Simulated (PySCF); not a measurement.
Continuum solvent and chemical shifts

Structure with atom numbers: `[BH2:1][C:2](=[C:3]=[C:4]=[CH2:5])[B:6]([Cl:7])[Cl:8]`; H(Xn) means a hydrogen on atom n.

GIAO PBE0/pcSseg-1 in PySCF on one PBE0-D3(BJ)/def2-SVP conformer, non-relativistic, equivalent nuclei averaged. Solvents enter as an IEF-PCM continuum (chloroform with ε = 4.7, water with ε = 78.4) around the gas-phase geometry. Shifts are referred to BF3·OEt2, TMS computed in the same medium.

In chloroform, δ in ppm: B1 70.5, B6 53.8, C3 249.3, C4 182.9, C5 148.9, C2 135.5, H(C5) 7.46, H(B1) 6.95. Dipole moment 4.55 D.

Question: How does each δ change in the more polar medium?

Answer: 
| atoms | environment | Δδ, water |
| --- | --- | --- |
| B1 | boron bonded to C, 2 H | -0.3 |
| B6 | boron bonded to C, 2 Cl | +0.1 |
| C3 | central carbon of an allene | +0.1 |
| C4 | central carbon of an allene | -2.4 |
| C5 | terminal carbon of a cumulated C=C=C unit | +4.4 |
| C2 | terminal carbon of a cumulated C=C=C unit | -0.8 |
| H(C5) | hydrogen on a terminal carbon of a cumulated C=C=C unit | +0.19 |
| H(B1) | hydrogen on a boron bonded to C | -0.05 |

Changes are relative to chloroform. The dipole moment becomes 4.99 D in water.

Question: Which nuclei move most (in ppm), and what does the model miss?

Answer: C5 (terminal carbon of a cumulated C=C=C unit, +4.4 ppm) in water. A continuum only polarises the solute; specific hydrogen bonds, the anisotropy of aromatic solvents and changes of geometry or conformer are outside it.
